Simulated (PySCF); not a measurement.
# RbNa⁻: one state, many levels of theory

State: ²Σ⁺ (doublet), unpaired electrons σ ↑. Set-up: basis Rb def2-SVPD with ECP28, Na def2-SVPD; scalar-relativistic core potentials; PySCF 2.14. De refers to Rb + Na⁻ in their ground configurations, without counterpoise correction. The functionals are run spin-unrestricted. A positive dipole points towards Na; it is taken about the centre of mass and depends on that origin.

```csv
Level,Re (Å),ωe (cm⁻¹),De (eV),μ (D)
ROHF-MP2,4.188,66.2,n/a,n/a
ROHF-SCS-MP2,4.215,65.7,n/a,n/a
ROHF-CCSD,4.237,63.9,0.57,n/a
ROHF-CCSD(T),4.214,64.7,0.60,n/a
PBE,4.130,67.6,0.79,-3.05
r²SCAN,4.265,63.2,n/a,-3.90
M06-L,4.211,55.6,n/a,-3.56
B3LYP,4.148,64.7,0.69,-3.30
PBE0,4.177,67.6,0.74,-3.31
B2PLYP,4.131,67.5,n/a,-3.02
```

Task: Which functional lies closest to ROHF-CCSD(T) in De, which farthest, and by how much do they differ from it?

Result: Closest is B3LYP (-6.6 pm in Re, +0.0 % in ωe, +0.09 eV in De against ROHF-CCSD(T) in the same basis), farthest PBE (-8.4 pm in Re, +4.5 % in ωe, +0.19 eV in De). CCSD(T) converges more slowly with the basis than the functionals do and binds too weakly in this one, so the order can change at the basis-set limit.

Task: What does the step from GGA to meta-GGA do here, going from PBE to r²SCAN?

Result: r²SCAN less PBE: +13.5 pm in Re, -6.5 % in ωe. 

Task: What does the triples do here, going from ROHF-CCSD to ROHF-CCSD(T)?

Result: ROHF-CCSD(T) less ROHF-CCSD: -2.3 pm in Re, +1.3 % in ωe, +0.03 eV in De. Correlation nearly always deepens the well. The bond shortens, as in weak, metallic or heavy-atom bonds, where dispersion and the correlation of outer-core electrons pull the atoms together.

Correlated steps freeze 1 core orbital. Correlated levels converge slowly with the basis: in double zeta they bind strong bonds too weakly, by up to about 1 eV, and carry superposition errors of some tenths. Spin–orbit coupling is left out. For an ion De counts to the pair picked by the measured ionisation energies or electron affinities, which need not be the lowest pair at this level. The highest Kohn–Sham level is positive in this anion. Much of that is self-interaction error, but it also means that the finite basis helps to hold the extra electron. B2PLYP dipoles, levels and charges come from its SCF part alone. The state is the lowest determinant that a PBE0 search found; another state may lie lower at other levels.
